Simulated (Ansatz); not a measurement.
Reaction (cleavage of the Si–Si bond): `[SiH3][SiH2][SiH2][GeH2][SiH2][SiH3]` + `NC[SeH]` → `NC[Se][SiH3]` + `[SiH3][SiH2][GeH2][SiH2][SiH3]`

Calculated with Ansatz (gas phase, PBE0-D4/def2-TZVP geometries, no zero-point term in ΔE). CBS: MP2 limit from def2 TZ/QZ plus the TZ coupled-cluster correction, frozen cores. DFT in def2-TZVPP. For Ge, Se outer-core shells are correlated without core-valence functions, which leaves a few kJ/mol of doubt a bond. Scalar relativity is left out up to krypton. One conformer a species, not always the lowest.

(1) Is it downhill or uphill in electronic energy at CCSD(T)/CBS, and by how much? (Best estimate.)

(2) What do these levels give: PBE-D4, r2SCAN0-D4, BHLYP-D4, B2PLYP, PBE, r2SCANh, RPA@PBE/def2-TZVPP, HF/def2-SVP, MP2/def2-SVP, HF/def2-TZVPP, SCS-MP2/def2-QZVPP, HF/CBS(def2)? (Best estimate.)

Largest T1 diagnostic among the species: 0.013.

Answers

(1) Ansatz gave: Downhill: ΔE = -59.3 kJ/mol.

(2) The calculation gave: PBE-D4 -48.4, r2SCAN0-D4 -58.4, BHLYP-D4 -60.3, B2PLYP -62.7, PBE -51.3, r2SCANh -59.0, RPA@PBE/def2-TZVPP -56.4, HF/def2-SVP -71.8, MP2/def2-SVP -67.2, HF/def2-TZVPP -71.4, SCS-MP2/def2-QZVPP -67.6, HF/CBS(def2) -70.9 kJ/mol.

Leaving LDA and LC-ωPBE aside and taking each functional with its dispersion term where it has one, the values spread over 14.3 kJ/mol, from B2PLYP to PBE-D4. In def2-TZVPP, CCSD(T) changes the Hartree–Fock value by +13.7 kJ/mol (the triples alone add +1.2 kJ/mol) and MP2 by +4.2 kJ/mol.
